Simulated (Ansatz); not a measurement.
C2H9AlO4Si, charge +1, doublet, geometry from GFN2-xTB (such geometries of metal compounds can be far from the true shape) (a state made from the parent by changing its charge; the spin is typed, not shown lowest); PBE0/STO-3G run with Ansatz (a first-principles code).

Input for Ansatz:
Ansatz 0.2 input:
```yaml
crystal:
  periodic: [false, false, false]
  atoms:
    - {symbol: Al, position_ang: [-0.01944120, 1.49296815, 0.93481994]}
    - {symbol: C, position_ang: [1.12383577, 3.09556602, 0.42530824]}
    - {symbol: H, position_ang: [2.15946912, 2.75049573, 0.39875371]}
    - {symbol: H, position_ang: [0.97362376, 3.87882205, 1.16763451]}
    - {symbol: H, position_ang: [0.80092462, 3.40757839, -0.57038368]}
    - {symbol: C, position_ang: [-1.17363057, 1.69680514, 2.59895152]}
    - {symbol: H, position_ang: [-1.91487700, 0.89501268, 2.56071909]}
    - {symbol: H, position_ang: [-1.63502705, 2.68397638, 2.57383420]}
    - {symbol: H, position_ang: [-0.52026336, 1.59036090, 3.46595264]}
    - {symbol: O, position_ang: [-0.00279194, 0.11835516, 0.06961919]}
    - {symbol: Si, position_ang: [0.01497289, -1.31041999, -0.82388299]}
    - {symbol: O, position_ang: [1.18820243, -2.20908783, -0.19881595]}
    - {symbol: O, position_ang: [0.30970440, -0.86659517, -2.33890319]}
    - {symbol: O, position_ang: [-1.44290777, -1.95739670, -0.63016748]}
    - {symbol: H, position_ang: [1.01242399, -2.89533962, 0.43955139]}
    - {symbol: H, position_ang: [1.17656559, -0.95107446, -2.72797487]}
    - {symbol: H, position_ang: [-2.12861261, -1.85896885, -1.28580334]}
basis:
  gaussian:
    orbitals: STO-3G
hamiltonian:
  xc: pbe0
total_charge: 1
magnetization: {spin_polarized: true, initial_magnetization: 1}
accuracy: high
```

What does Ansatz print? Leave out banner, timings and long lists.


```
Functional definition: PBE0
1269 factors; integrals over basis functions are off by at most 2.6e-8 eV
mean field evaluation 1: about -24544.5963 eV, gradient 3.5e1 eV
mean field evaluation 2: about -24518.7663 eV, gradient 8.2e1 eV
mean field evaluation 4: about -24552.5763 eV, gradient 1.4e1 eV
mean field evaluation 8: about -24553.8755 eV, gradient 4.1e-1 eV
mean field evaluation 16: about -24553.8133 eV, gradient 6.8e-3 eV
mean field evaluation 32: about -24553.8134 eV, gradient 2.9e-7 eV
mean field -24553.81335583 eV, -902.3359976543 hartree, gradient 4.3e-8 eV, S^2 0.757540; 5 other end points of the search recorded, 0 dependent functions left out
reference -24553.81335882 eV, -902.3359977641 hartree; 40, 39 occupied and 17, 18 virtual orbitals, 1269 factors
Total energy: -24553.81335882 eV, -902.3359977641 hartree
```
